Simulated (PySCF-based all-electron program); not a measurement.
**Bond force of TlH, singlet**

All-electron Kohn–Sham DFT on the free molecule, computed near the basis limit with an in-house program on PySCF integrals; Koelling–Harmon scalar relativity, no spin–orbit coupling, spin-restricted. Forces are good to about 0.006 eV/Å. A positive force pushes the atoms apart.

```csv
r (Å),PBE (eV/Å),r2SCAN (eV/Å)
1.683,2.558,?
1.870,0.441,?
2.057,-0.630,?
```

Fill in the missing r2SCAN forces.

1.683 Å: 2.423 eV/Å; 1.870 Å: 0.294 eV/Å; 2.057 Å: -0.776 eV/Å.

Between which listed lengths does the r2SCAN force vanish, and at which of the two is it smaller?

Between 1.870 and 2.057 Å. The force is smaller at 1.870 Å.
